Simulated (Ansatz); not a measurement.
C4H12Ge, charge -1, doublet, at the geometry of the source list (a state made from the parent by changing its charge; the spin is typed, not shown lowest) (a gas-phase anion, which may not be bound at this level). Base run: HF/STO-3G (Ansatz, a quantum-chemistry and plane-wave program).

Here is a job for Ansatz.
Ansatz 0.2 input:
```yaml
crystal:
  periodic: [false, false, false]
  atoms:
    - {symbol: Ge, position_ang: [0.73830000, 1.69310000, 0.19690000]}
    - {symbol: C, position_ang: [-0.05660000, -0.13480000, -0.01790000]}
    - {symbol: C, position_ang: [-0.23480000, -0.76880000, 1.35770000]}
    - {symbol: C, position_ang: [0.87540000, -0.99630000, -0.86300000]}
    - {symbol: C, position_ang: [-1.41360000, -0.01690000, -0.70370000]}
    - {symbol: H, position_ang: [1.96980000, 1.67370000, 1.04740000]}
    - {symbol: H, position_ang: [1.12640000, 2.30020000, -1.12050000]}
    - {symbol: H, position_ang: [-0.22250000, 2.64310000, 0.84550000]}
    - {symbol: H, position_ang: [-0.66120000, -1.77000000, 1.26630000]}
    - {symbol: H, position_ang: [0.72300000, -0.85220000, 1.86990000]}
    - {symbol: H, position_ang: [-0.90450000, -0.16830000, 1.97240000]}
    - {symbol: H, position_ang: [1.84840000, -1.09430000, -0.38190000]}
    - {symbol: H, position_ang: [1.02290000, -0.55210000, -1.84820000]}
    - {symbol: H, position_ang: [0.45900000, -1.99480000, -0.99710000]}
    - {symbol: H, position_ang: [-1.30850000, 0.41750000, -1.69900000]}
    - {symbol: H, position_ang: [-2.08280000, 0.61920000, -0.11980000]}
    - {symbol: H, position_ang: [-1.87860000, -0.99840000, -0.80510000]}
basis:
  gaussian:
    orbitals: STO-3G
hamiltonian:
  xc: hf
total_charge: -1
magnetization: {spin_polarized: true, initial_magnetization: 1}
```

The bond that is stretched is that between atoms 17 and 5. A test that says stable can miss a lower solution.

Each row names what was changed in the base input (with any setting that the change needs).

```
change                                                           ΔE vs base (mEh)  <S^2>       stability test says
---------------------------------------------------------------  ----------------  -----  ------------------------
base                                                                        0.000  0.756                   minimum
spin_polarized = on; lower_state_search = off                               0.000  0.756  undecided (no full test)
spin_polarized = on; lower_state_search = standard                          0.000  0.756                   minimum
bond × 1.25                                                                36.384  0.758                   minimum
spin_polarized = on; lower_state_search = off; bond × 1.25                 36.384  0.758  undecided (no full test)
spin_polarized = on; lower_state_search = standard; bond × 1.25            36.384  0.758                   minimum
bond × 1.5                                                                  5.931  0.753                   minimum
spin_polarized = on; lower_state_search = off; bond × 1.5                   5.931  0.753  undecided (no full test)
spin_polarized = on; lower_state_search = standard; bond × 1.5              5.931  0.753                   minimum
bond × 1.8                                                                -10.663  0.752                   minimum
spin_polarized = on; lower_state_search = off; bond × 1.8                 -10.663  0.752  undecided (no full test)
spin_polarized = on; lower_state_search = standard; bond × 1.8            -10.663  0.752                   minimum
bond × 2.2                                                                 -2.624  0.751                   minimum
spin_polarized = on; lower_state_search = off; bond × 2.2                  -2.624  0.751  undecided (no full test)
spin_polarized = on; lower_state_search = standard; bond × 2.2             -2.624  0.751                   minimum
bond × 3.0                                                                  7.625  0.750                   minimum
spin_polarized = on; lower_state_search = off; bond × 3.0                   7.625  0.750  undecided (no full test)
spin_polarized = on; lower_state_search = standard; bond × 3.0              7.625  0.750                   minimum
```

A gas-phase anion may not be bound at this level; its values then depend on the basis.

On stretching, the SCF can end on different states; <S^2> shows the spin contamination of each.
